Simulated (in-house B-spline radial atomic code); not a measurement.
A fraction x of an electron is moved 5p → 6p in neutral ytterbium, starting from [Xe] 4f14 6s2 and keeping the highest spin. Method: scalar-relativistic (X2C) RPBE, spin-polarised, spherical fractional occupations, Fermi nucleus of rms radius 5.3108 fm. Calculated with a radial B-spline atomic code at the basis-set limit.

```
    x  E(x) - E(0) (eV)  5p down level (eV)  6p up level (eV)
    0            0.0000             -27.479                 -
0.125            3.3251             -28.181            -1.319
 0.25                 ?                   ?                 ?
0.375                 ?                   ?                 ?
  0.5           13.6907             -30.216            -1.810
0.625           17.2726             -30.872            -1.968
 0.75           20.9163             -31.517            -2.122
0.875           24.6211             -32.153            -2.273
    1           28.3861             -32.779            -2.420
```

Q: What belongs in the row x = 0.25?

A: An energy change of 6.7157 eV; 5p down at -28.872 eV, 6p up at -1.485 eV.

Q: What belongs in the row x = 0.375?

A: An energy change of 10.1714 eV; 5p down at -29.550 eV, 6p up at -1.649 eV.

Q: Check Janak's theorem between x = 0.5 and 0.625.

A: The slope of the energy is 28.66 eV; the orbital levels give 28.66 eV (ε of the receiving orbital less ε of the emptying one, averaged over the two points).
